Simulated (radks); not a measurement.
The numbers below are computed, except where a source is named.
All-electron atom: Zr in [Ar] 3d10 4s2 4p5 4d2 5s2 6s1 (not the ground configuration). Code: a radial shooting solver on a logarithmic mesh with Libxc functionals. Model: Dirac Kohn-Sham, HCTH/407, spin-unpolarised, spherical densities, finite nucleus; open shells fill j = l - 1/2 first; Fermi nuclear charge, rms radius 4.2694 fm. Some entries of the table are withheld. Estimate them.

orbital,occ.,eigenvalue (eV),<r> (bohr),<1/r> (bohr^-1)
1s1/2,2,-17821.30,0.03709,41.23
2s1/2,2,-2482.269,0.1623,9.341
2p1/2,2,-2275.024,(1),9.317
2p3/2,4,-2189.140,(2),8.915
3s1/2,2,-416.5422,0.4577,3.165
3p1/2,2,(3),0.4540,3.062
3p3/2,4,(4),0.4644,2.965
3d3/2,4,(5),0.4485,2.765
3d5/2,6,(6),0.4520,2.740
4s1/2,2,-63.4765,1.196,1.136
4p1/2,2,-42.2631,1.316,1.020
4p3/2,3,-40.3895,1.344,0.9942
4d3/2,2,-10.2261,1.913,0.6951
5s1/2,2,-8.1376,(7),0.3933
6s1/2,1,-1.4154,9.089,0.1401

Answer. 
(1) 2p1/2 <r> (bohr): 0.1386
(2) 2p3/2 <r> (bohr): 0.1430
(3) 3p1/2 eigenvalue (eV): -339.0780
(4) 3p3/2 eigenvalue (eV): -325.3516
(5) 3d3/2 eigenvalue (eV): -188.4822
(6) 3d5/2 eigenvalue (eV): -185.9604
(7) 5s1/2 <r> (bohr): 3.285
